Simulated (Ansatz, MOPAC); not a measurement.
Molecule: SeF2 (charge 0, singlet). SMILES: F[Se]F
Coordinates optimised at B3LYP-D3(BJ)/def2-TZVP (Ansatz, a program for electronic structure):
```
Se
F 1 1.7472
F 1 1.7472 2 96.84
```

Wanted: vertical ionisation energy to the doublet, in eV. Terms: each state is the SCF solution reached for its charge and spin; LANL2DZ with its own core potentials from Na on; UHF or UKS for open shells; PM7 with its own dispersion and hydrogen-bond terms; dispersion terms only where a functional's name holds one; non-relativistic; no spin-orbit coupling; six Cartesian d functions in 6-31G* and its kin unless marked 5d. Ab initio and DFT rows: single points at B3LYP-D3(BJ) geometries (Ansatz). Semi-empirical rows: differences of heats of formation at the shared geometry for vertical values.

```tsv
level	program	vertical ionisation energy to the doublet (eV)
AM1	MOPAC	7.04
PM6	MOPAC	9.01
PM7	MOPAC	8.41
MNDO	MOPAC	8.26
HF/6-31G* with LANL2DZ past Ar	Ansatz	9.74
PBE/6-31G*	Ansatz	9.39
PBE/6-31G* with LANL2DZ past Ar	Ansatz	9.50
B3LYP/3-21G	Ansatz	9.48
B3LYP/6-31G*	Ansatz	9.77
B3LYP/6-31G* with LANL2DZ past Ar	Ansatz	9.91
B3LYP/def2-TZVPD	Ansatz	10.08
PBE0/def2-TZVPD	Ansatz	10.01
wB97X-V/def2-TZVPD	Ansatz	10.12
```

No value to compare with is used here. The 10 habitual levels span 7.04 (AM1) to 9.91 eV (B3LYP/6-31G* with LANL2DZ past Ar); wB97X-V/def2-TZVPD gives 10.12.

The levels are drawn from those run, B3LYP/6-31G* more often than the rest, none by its result; left out are runs that failed, that the program found above a lower state of the same kind, or whose <S^2> lies over 0.5 above the pure value.
